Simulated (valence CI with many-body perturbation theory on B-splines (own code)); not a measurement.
**Which ion has this spectrum?**

A relativistic CI+MBPT calculation for an atom or ion with 5 electrons gives these levels (cm⁻¹):

```tsv
J	Parity	E	g
1/2	odd	0	0.66
3/2	odd	17410	1.33
1/2	even	211219	2.67
3/2	even	217689	1.73
5/2	even	226552	1.60
3/2	even	377881	0.80
5/2	even	378421	1.20
1/2	even	476862	1.82
1/2	even	504331	0.85
3/2	even	512442	1.33
3/2	odd	663068	2.00
3/2	odd	749631	0.81
5/2	odd	750687	1.20
1/2	odd	840511	0.66
```

The energies are calculated, with errors of perhaps 400 cm⁻¹, more in some levels.

(1) Which is it?
A. Cl12+
B. S11+
C. P10+
D. Ca15+

## Answers

(1) A. Cl12+, ground level 2s2.2p 2P°_1/2.
